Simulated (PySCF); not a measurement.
Frontier orbitals and the lowest excitations

C4H6O3S.
Geometry (PBE0-D3(BJ)/def2-SVP, Å), atoms numbered from 1 in this order:
```xyz
14
C4H6O3S angstrom
O      2.3511   -1.2518   -0.3022
S      1.5973   -0.0223   -0.1189
O      1.6068    1.0302   -1.1082
O      2.0925    0.6327    1.2893
C     -0.0953   -0.4297    0.2899
C     -0.9412   -0.8025   -0.8997
C     -1.7652    0.2434   -0.7402
C     -1.0324    0.7986    0.4566
H      2.7218    0.0077    1.6806
H     -0.0418   -1.1430    1.1273
H     -0.8715   -1.6328   -1.6045
H     -2.6526    0.5867   -1.2776
H     -1.5822    0.8153    1.4106
H     -0.5382    1.7702    0.3025
```

Computed with TDDFT CAM-B3LYP/def2-SVPD, vertical, gas phase, core orbitals frozen in the response in PySCF 2.14.0, density-fitted response routines.

Frontier orbitals with the atoms that hold most of them (Löwdin shares over 4%, at most four atoms; ? is withheld):

```json
{"orbital": "HOMO-3", "ε (eV)": "-11.03", "atoms": "O3 58%, O1 16%, S2 8%, O4 6%"}
{"orbital": "HOMO-2", "ε (eV)": "-10.73", "atoms": "O1 32%, O3 19%, C5 11%, O4 10%"}
{"orbital": "HOMO-1", "ε (eV)": "-10.56", "atoms": "O1 47%, O3 31%, S2 6%, C8 4%"}
{"orbital": "HOMO", "ε (eV)": "-9.36", "atoms": "?"}
{"orbital": "LUMO", "ε (eV)": "0.52", "atoms": "?"}
{"orbital": "LUMO+1", "ε (eV)": "0.56", "atoms": "S2 34%, O4 20%, H9 13%, H10 6%"}
{"orbital": "LUMO+2", "ε (eV)": "1.42", "atoms": "C7 18%, S2 16%, H13 10%, H12 10%"}
```

Which atoms hold the HOMO, and with what shares?

C6 (bonded to 2 C and H) 32%; C7 (bonded to 2 C and H) 31%; C8 (bonded to 2 C and 2 H) 8%; C5 (bonded to 2 C, S and H) 7%.

Give the leading atoms of the LUMO.

C7 (bonded to 2 C and H) 34%; C6 (bonded to 2 C and H) 29%; H12 (bonded to C) 6%; S2 (bonded to C and 3 O) 5%. By element: carbon 63% or more, hydrogen 6% or more, sulfur 5%.

How does S1 compare with the orbital gap of 9.88 eV?

S1 is at 6.97 eV (f = 0.203), 2.91 eV below the gap, made of HOMO→LUMO (92%). Without the coupling terms of the response equations the lowest excitation would equal the gap.

Next come S2 at 7.46 eV (f 0.0036), HOMO→LUMO+1 (65%), HOMO→LUMO+2 (27%); S3 at 7.60 eV (f 0.0075), HOMO-4→LUMO (28%), HOMO-2→LUMO (25%), HOMO-1→LUMO (20%); S4 at 7.82 eV (f 0.028), HOMO→LUMO+2 (44%), HOMO→LUMO+1 (15%); S5 at 7.93 eV (f 0.0020), HOMO-4→LUMO (29%), HOMO-5→LUMO (26%), HOMO-1→LUMO (20%).

One conformer stands for the species.
